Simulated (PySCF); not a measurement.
Compound: 4-cyanopyridine N-oxide, C6H4N2O.
SMILES: `N#Cc1cc[n+]([O-])cc1`

The closed-shell ground state was solved at several levels (PySCF, density fitting, gas phase, non-relativistic). Geometry: PBE0-D3(BJ)/def2-SVP; no solvent, vibrations or thermal averaging.

```
              level  basis functions  HOMO (eV)  LUMO (eV)  gap (eV)  dipole (D)
        B3LYP/pcJ-1              283      -6.88      -2.60      4.28        1.07
CAM-B3LYP/def2-SVPD              215      -8.32      -1.57      6.75        0.69
      PBE0/pcSseg-1              173      -7.10      -2.45      4.65        1.07
```

Problem. What might KT3/pcSseg-1 (173 basis functions) give for the same quantities?

Solution. HOMO -6.09 eV, LUMO -3.10 eV, gap 2.99 eV, dipole 1.27 D.

Problem. Over all these levels, which gives the widest orbital gap and which the narrowest?

Solution. CAM-B3LYP/def2-SVPD (range-separated hybrid) has the widest, 6.75 eV, and KT3/pcSseg-1 (GGA) the narrowest, 2.99 eV. Functional and basis both differ between the two, so the spread mixes both effects.

Problem. How far do the dipole and the HOMO energy spread over the levels?

Solution. The dipole runs from 0.69 to 1.27 D (mean 1.03 D) and the HOMO from -8.32 to -6.09 eV.
